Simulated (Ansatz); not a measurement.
Species: sum formula InOH (charge 0, singlet). SMILES: [OH][In]
Geometry: optimised at B3LYP-D3(BJ)/def2-TZVP (Ansatz, a program for electronic structure).

Parts of the frozen-core correlation energy in def2-SVP (Ansatz, hartree). Frozen orbitals: 10; correlated occupied orbitals by spin: 5 and 5; virtual: 30 and 30. Spin-orbit coupling is left out. Past Kr the def2 sets carry scalar-relativistic core potentials.

| term | value |
|---|---|
| reference (HF) | -264.62034 |
| MP2 opposite-spin | [?] |
| MP2 same-spin | [?] |
| CCSD correlation | -0.24780 |
| (T) | [?] |
| CCSDT minus CCSD(T) | -0.00043 |
| T1 diagnostic | 0.023 |
| largest doubles amplitude | 0.088 |

Question: What belongs in the gaps?

Answer: 
- MP2 opposite-spin, value: -0.17636
- MP2 same-spin, value: -0.05853
- (T), value: -0.00588
